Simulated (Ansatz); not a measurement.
Name a neutral molecule of Ge, O, S, Si and H with HOMO energy (PBE/def2-TZVPP) between -6.10 and -5.80 eV and size of the dipole moment (ωB97M-V/def2-TZVPP) between 2.30 and 2.60 D (Ansatz, PBE0-D4/def2-TZVP geometry).

`O[SiH2][GeH2][SH]` (-5.84 eV, 2.58 D). Other molecules can fit too; these were computed, each in one conformer that needn't be the lowest.
